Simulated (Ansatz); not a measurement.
Geometry optimisation, RHF/def2-SVP in Ansatz.

Input:

```yaml
crystal:
  periodic: [false, false, false]
  atoms:
    - { symbol: B, position_ang: [0.032277, -0.290552, -0.087098] }
    - { symbol: F, position_ang: [-0.049311, -0.428728, 1.231794] }
    - { symbol: H, position_ang: [1.083722, -0.041748, -0.584759] }
    - { symbol: O, position_ang: [-1.058297, -0.487496, -0.829072] }
    - { symbol: H, position_ang: [-1.846327, -0.667275, -0.336442] }
    - { symbol: Br, position_ang: [-0.33947, 2.74664, 1.006645] }
    - { symbol: H, position_ang: [-0.177193, 1.580157, 1.914732] }
basis:
  gaussian: { orbitals: def2-SVP }
hamiltonian:
  xc: hf
relax:
  f_tol: 0.03
  max_steps: 50
```

Command:

```bash
$ ansatz run input.yaml --threads 1 --pin off --max-ram 2048MiB --backend cpu --events-out ev --progress --plain --runs-dir out
```

Problem. Where does it end, and by what steps?

Solution. It converged. The force dipped under the threshold on the way, but the program's further checks kept it going. After 33 steps the energy has fallen by 0.199 eV; Br6 moved furthest, 1.51 Å.

```json
{"step": "0", "energy less start (eV)": "0.0000", "largest force component (eV/Å)": "1.648", "accepted": "yes"}
{"step": "2", "energy less start (eV)": "-0.1626", "largest force component (eV/Å)": "0.551", "accepted": "yes"}
{"step": "4", "energy less start (eV)": "-0.1795", "largest force component (eV/Å)": "0.169", "accepted": "yes"}
{"step": "6", "energy less start (eV)": "-0.1830", "largest force component (eV/Å)": "0.152", "accepted": "yes"}
{"step": "8", "energy less start (eV)": "-0.1864", "largest force component (eV/Å)": "0.235", "accepted": "yes"}
{"step": "10", "energy less start (eV)": "-0.1880", "largest force component (eV/Å)": "0.331", "accepted": "yes"}
{"step": "12", "energy less start (eV)": "-0.1915", "largest force component (eV/Å)": "0.042", "accepted": "yes"}
{"step": "14", "energy less start (eV)": "-0.1882", "largest force component (eV/Å)": "0.497", "accepted": "no"}
{"step": "16", "energy less start (eV)": "-0.1928", "largest force component (eV/Å)": "0.178", "accepted": "yes"}
{"step": "18", "energy less start (eV)": "-0.1938", "largest force component (eV/Å)": "0.065", "accepted": "yes"}
{"step": "20", "energy less start (eV)": "-0.1943", "largest force component (eV/Å)": "0.221", "accepted": "no"}
{"step": "22", "energy less start (eV)": "-0.1953", "largest force component (eV/Å)": "0.077", "accepted": "yes"}
{"step": "24", "energy less start (eV)": "-0.1958", "largest force component (eV/Å)": "0.020", "accepted": "yes"}
{"step": "26", "energy less start (eV)": "-0.1968", "largest force component (eV/Å)": "0.073", "accepted": "yes"}
{"step": "28", "energy less start (eV)": "-0.1974", "largest force component (eV/Å)": "0.078", "accepted": "yes"}
{"step": "30", "energy less start (eV)": "-0.1970", "largest force component (eV/Å)": "0.250", "accepted": "no"}
{"step": "32", "energy less start (eV)": "-0.1975", "largest force component (eV/Å)": "0.231", "accepted": "no"}
{"step": "33", "energy less start (eV)": "-0.1989", "largest force component (eV/Å)": "0.024", "accepted": "yes"}
```

```xyz
7
Properties=species:S:1:pos:R:3
B 0.009 -0.583 -0.333
F -0.224 0.166 0.744
H 1.121 -0.674 -0.747
O -1.003 -1.212 -0.926
H -1.853 -1.080 -0.529
Br -0.252 3.564 2.277
H -0.153 2.231 1.830
```

Run time: 63 s on 1 thread of AMD EPYC 7R43 64-Core Processor (Zen 3), on a shared host, peak memory 0.19 GiB.
